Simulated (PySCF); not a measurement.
## `CCS(=O)(=O)[N-]S(=O)(=O)F`: 4 charge schemes on one density

C2H5FNO4S2 (charge -1).
Structure used (GFN2-xTB), in Å, numbered top down from 1:
```
atom  x, y, z in Å
C1     1.8694    0.2271   -0.4604
C2     1.0565    0.2017    0.8120
S3    -0.2325   -1.0777    0.6120
O4    -1.0370   -1.0824    1.8084
O5     0.4742   -2.3145    0.3465
N6    -1.0486   -0.6566   -0.6989
S7    -1.9970    0.5441   -0.4281
O8    -1.5245    1.5353    0.4940
O9    -2.5663    1.0494   -1.6427
F10   -3.3237   -0.1123    0.3304
H11    2.2736   -0.7677   -0.6376
H12    1.2124    0.4781   -1.2906
H13    2.6847    0.9497   -0.4092
H14    1.6405   -0.0883    1.6819
H15    0.5139    1.1221    0.9962
```

Density: PBE0/pcSseg-1 (PySCF); schemes: Mulliken, IAO, Hirshfeld and ESP-fitted. One conformer (not necessarily the lowest) at the GFN2-xTB geometry, without solvent, vibrations or thermal averaging. The pcSseg-1 basis has no diffuse functions, a weakness for an anion.

Atoms with like bonding are taken together and averaged. Do the Mulliken, IAO, Hirshfeld and ESP-fitted schemes agree on where the charge is lowest?

The schemes don't all agree: Mulliken N6 (-0.676); IAO N6 (-1.048); Hirshfeld O4/O5 (-0.369); ESP-fitted N6 (-0.714).

At which atom do the 4 schemes differ most?

At S7: from +0.518 (Hirshfeld) to +2.260 e (IAO), 1.742 e apart.

Tabulate the Mulliken, IAO, Hirshfeld and ESP-fitted charges.

In e; atoms taken as equivalent share a row and are averaged (×n: the atom named and its like, n in all):

```json
{"atom": "C1", "environment": "methyl carbon", "Mulliken": "-0.293", "IAO": "-0.428", "Hirshfeld": "-0.135", "ESP-fitted": "-0.122"}
{"atom": "C2", "environment": "sp3 carbon bound to sulfur", "Mulliken": "-0.366", "IAO": "-0.470", "Hirshfeld": "-0.100", "ESP-fitted": "-0.158"}
{"atom": "S3", "environment": "sulfonyl sulfur", "Mulliken": "+1.037", "IAO": "+2.095", "Hirshfeld": "+0.484", "ESP-fitted": "+1.151"}
{"atom": "O4/O5", "environment": "sulfonyl oxygen", "Mulliken": "-0.575", "IAO": "-0.930", "Hirshfeld": "-0.369", "ESP-fitted": "-0.605"}
{"atom": "N6", "environment": "nitrogen bonded to 2 S", "Mulliken": "-0.676", "IAO": "-1.048", "Hirshfeld": "-0.306", "ESP-fitted": "-0.714"}
{"atom": "S7", "environment": "sulfonyl sulfur", "Mulliken": "+1.309", "IAO": "+2.260", "Hirshfeld": "+0.518", "ESP-fitted": "+1.274"}
{"atom": "O8/O9", "environment": "sulfonyl oxygen", "Mulliken": "-0.556", "IAO": "-0.890", "Hirshfeld": "-0.344", "ESP-fitted": "-0.588"}
{"atom": "F10", "environment": "sulfur-bound fluorine", "Mulliken": "-0.399", "IAO": "-0.518", "Hirshfeld": "-0.192", "ESP-fitted": "-0.298"}
{"atom": "H11/H12/H13", "environment": "methyl hydrogen", "Mulliken": "+0.116", "IAO": "+0.143", "Hirshfeld": "+0.030", "ESP-fitted": "+0.036"}
{"atom": "H14/H15", "environment": "methylene hydrogen", "Mulliken": "+0.151", "IAO": "+0.160", "Hirshfeld": "+0.032", "ESP-fitted": "+0.073"}
```

Mean size of the charges over all atoms: IAO 0.747 e, Mulliken 0.466 e, ESP-fitted 0.424 e, Hirshfeld 0.221 e. Each set sums to the total charge, -1, to within 0.001 e. The Mulliken scheme gives each basis function's population to the atom it is centred on and halves the overlap population of two atoms between them.

Some averages cover members that differ in this geometry: H14/H15, Mulliken +0.129 to +0.172; O8/O9, Hirshfeld -0.364 to -0.323; H14/H15, ESP-fitted +0.052 to +0.093; H11/H12/H13, Mulliken +0.095 to +0.130 e.

How closely do the schemes follow one another over all atoms?

Correlation coefficient and root-mean-square difference: IAO with ESP-fitted 0.99, 0.421 e; Mulliken with IAO 0.99, 0.423 e; Hirshfeld with ESP-fitted 0.99, 0.309 e; Mulliken with ESP-fitted 0.99, 0.095 e; IAO with Hirshfeld 0.98, 0.722 e; Mulliken with Hirshfeld 0.98, 0.309 e.

How many electrons does the IAO scheme count on F10?

Z − q = 9 − (-0.518) = 9.518.

Sum the charges by element, for elements with more than one atom.

```json
{"element": "C", "atoms": "2", "Mulliken": "-0.658", "IAO": "-0.898", "Hirshfeld": "-0.235", "ESP-fitted": "-0.281"}
{"element": "S", "atoms": "2", "Mulliken": "+2.346", "IAO": "+4.354", "Hirshfeld": "+1.003", "ESP-fitted": "+2.426"}
{"element": "O", "atoms": "4", "Mulliken": "-2.262", "IAO": "-3.640", "Hirshfeld": "-1.424", "ESP-fitted": "-2.387"}
{"element": "H", "atoms": "5", "Mulliken": "+0.650", "IAO": "+0.750", "Hirshfeld": "+0.153", "ESP-fitted": "+0.254"}
```

The run behind these numbers computed NMR shieldings as well. On one thread, AMD EPYC 9R45 (x86_64), on a shared host, this took 31 s of wall time (with the writing of density and orbital grids) and 0.93 GiB of memory at its peak.
